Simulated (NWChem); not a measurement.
# C2H6ClSi, doublet; SMILES [Si](Cl)(C)C

```xyz
10

C     -0.2371    -1.1800    -1.5579
Si     0.4567    -0.3908     0.0000
C     -0.2371    -1.1800     1.5579
Cl    -0.0795     1.6313     0.0000
H      0.1639    -0.6969    -2.4610
H      0.0215    -2.2502    -1.5918
H     -1.3361    -1.0849    -1.5743
H     -1.3361    -1.0849     1.5743
H      0.1639    -0.6969     2.4610
H      0.0215    -2.2502     1.5918
```
Atoms are numbered in this order, from 1.

Level: PBE0/def2-SVP, spin-unrestricted (NWChem), optimised geometry, unscaled harmonic frequencies. In the optimisation the excess spin sits in a' (Cs, its own frame).

Question: List the harmonic frequencies with IR intensities, and the thermochemistry.

Answer: 
```
frequency (cm⁻¹)  IR intensity (km/mol)
----------------  ---------------------
145                                 0.1
154                                 0.1
185                                 3.2
189                                 0.1
231                                 2.2
504                                49.9
661                                33.7
680                                 3.4
712                                 2.4
778                                65.3
807                                60.3
857                                70.0
1246                               22.2
1254                               11.4
1412                                7.5
1417                                1.2
1420                                4.9
1430                               14.2
3048                                1.4
3049                                2.2
3152                                0.1
3153                                2.4
3176                                0.8
3176                                0.2
```

```json
{
  "zero_point_energy": "46.9 kcal/mol",
  "thermal correction to the enthalpy at 298.15 K (with zero-point energy)": "51.7 kcal/mol",
  "heat capacity Cv": "21.7 cal/(mol K)",
  "entropy at 298.15 K and 1 atm (symmetry number 1, electronic part: spin degeneracy alone)": "81.4 cal/(mol K)",
  "dipole_moment": "2.15 D"
}
```

Rigid rotor and harmonic oscillator.
